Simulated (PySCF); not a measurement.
C4H6ClF, SMILES [C@@H]1([C@@H](CC1)Cl)F. Coordinates come from a PBE-D3(BJ)/def2-SVP optimisation.

Computed equilibrium geometry at PBE-D3(BJ)/def2-SVP (PySCF confirms it by a frequency run) as bond lengths and angles:
Atoms: F1 C2 C3 C4 C5 Cl6 H7 H8 H9 H10 H11 H12. Bond lengths (Å): F1–C2 1.374, C2–C3 1.544, C2–C5 1.535, C2–H7 1.112, C3–C4 1.552, C3–H8 1.106, C3–H9 1.108, C4–C5 1.544, C4–H10 1.107, C4–H11 1.106, C5–Cl6 1.791, C5–H12 1.108. Angles (°): F1–C2–C3 118.1, F1–C2–C5 117.5, F1–C2–H7 108.9, C3–C2–C5 88.2, C3–C2–H7 112.1, C5–C2–H7 110.7, C2–C3–C4 87.6, C2–C3–H8 117.9, C2–C3–H9 109.8, C4–C3–H8 118.7, C4–C3–H9 111.9, H8–C3–H9 109.4, C3–C4–C5 87.6, C3–C4–H10 112.1, C3–C4–H11 118.7, C5–C4–H10 110.6, C5–C4–H11 117.2, H10–C4–H11 109.2, C2–C5–C4 88.2, C2–C5–Cl6 119.2, C2–C5–H12 109.6, C4–C5–Cl6 119.2, C4–C5–H12 111.9, Cl6–C5–H12 107.6.
Charge 0, spin multiplicity 1.
